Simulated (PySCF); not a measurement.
Isomers of C8H14. Computed with PySCF, PBE0-D3(BJ)/def2-SVP geometry optimisation, gas phase. Energies are electronic, without zero-point or thermal terms, for one conformer each. No frequencies were run at this level. Point groups hold within 0.08 Å.

Problem. Order them by energy at this level, lowest first, and give relative energies in kcal/mol.
A. `[CH:1]#[C:2][CH2:3][CH2:4][C@H:5]([CH3:6])[CH2:7][CH3:8]` with C2–C3–C4–C5 -58°, C3–C4–C5–C6 -60°, C4–C5–C7–C8 -172°
B. `[CH:1]#[C:2][CH2:3][C:4]([CH3:5])([CH3:6])[CH2:7][CH3:8]` with C2–C3–C4–C5 64°, C3–C4–C7–C8 -57°

Solution. B (0.0), A (1.8).

As drawn, the lower has a quaternary carbon, which the higher lacks. Neighbours under 2.5 kcal/mol apart (C#CCC(C)(C)CC and C#CCC[C@H](C)CC) can change places with a better method, another conformer or zero-point energy.

```tsv
SMILES	E (Eh)	E rel (kcal/mol)	dipole (D)	point group	A, B, C (MHz)
C#CCC(C)(C)CC	-312.62484	0.0	0.63	C1	2464, 1606, 1277
C#CCC[C@H](C)CC	-312.62199	1.8	0.63	C1	3437, 997.3, 947.8
```
